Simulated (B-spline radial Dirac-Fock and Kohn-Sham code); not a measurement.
## What relativity does to the binding energies of Pr²⁺

System: praseodymium as Pr²⁺ in the configuration [Xe] 4f3.

Both columns are ΔSCF binding energies of the configuration average from a radial B-spline solver: non-relativistic Hartree-Fock with a point nucleus, and Dirac-Fock with a finite nucleus and the Coulomb interaction alone, averaged over the two j levels with weights 2j+1.

```
shell  Hartree-Fock (eV)  Dirac-Fock (eV)  shift (eV)  shift (%)
   1s            40070.1          42169.9    +2099.78      +5.24
   2s             6344.5           6875.3     +530.79      +8.37
   2p             5990.3           6153.9     +163.58      +2.73
   3s             1408.6           1528.8     +120.17      +8.53
   3p             1253.9           1294.1      +40.20      +3.21
   3d              968.5            956.1      -12.43      -1.28
   4s              303.3            330.2      +26.90      +8.87
   4p              243.3            251.1       +7.82      +3.22
   4d              136.6            133.3       -3.27      -2.39
   4f              21.26            17.91       -3.35     -15.75
   5s              56.14            60.23       +4.08      +7.27
   5p              38.00            38.71       +0.71      +1.86
```

Relativity binds 1s, 2s, 2p, 3s, 3p, 4s, 4p, 5s, 5p more strongly, among those listed most of all 4s in relative terms, and 3d, 4d, 4f more weakly, because the contracted s and p shells screen the nucleus better.

Values without a named source are computed, but for edge energies of neutral atoms, which are taken from tables.
